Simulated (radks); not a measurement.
Question: Species: Ce27+. Configuration: [Ar] 3d10 4s2 4p1. Calculated with a radial shooting solver on a logarithmic mesh with Libxc functionals: scalar-relativistic Kohn-Sham, LDA (Slater exchange, VWN5 correlation), spin-polarised, spherical densities, finite nucleus; open shells are filled with parallel spins first (spin-orbit coupling, left out, can overturn this in heavy ions); Fermi nuclear charge, rms radius 4.8771 fm. Some entries of the table are withheld. Estimate them.

orbital  occ.  eigenvalue (hartree)  <r^2> (bohr^2)
1s up       1             -1511.751       0.0008220
1s down     1             -1511.726       0.0008220
2s up       1             -269.5066         0.01304
2s down     1             -269.4909         0.01303
2p up       3             -245.0548         0.01037
2p down     3             -245.0334         0.01037
3s up       1             -81.82956         0.08637
3s down     1             -81.80229         0.08631
3p up       3             -74.03300         0.08561
3p down     3             -74.00326         0.08554
3d up       5                   (1)         0.07168
3d down     5                   (2)         0.07160
4s up       1                   (3)          0.3617
4s down     1                   (4)          0.3617
4p up       1                   (5)          0.3815
4p down     0                   (6)          0.3816

Answer: 
(1) 3d up eigenvalue (hartree): -63.14717
(2) 3d down eigenvalue (hartree): -63.11960
(3) 4s up eigenvalue (hartree): -37.15705
(4) 4s down eigenvalue (hartree): -37.01648
(5) 4p up eigenvalue (hartree): -34.26956
(6) 4p down eigenvalue (hartree): -34.12936
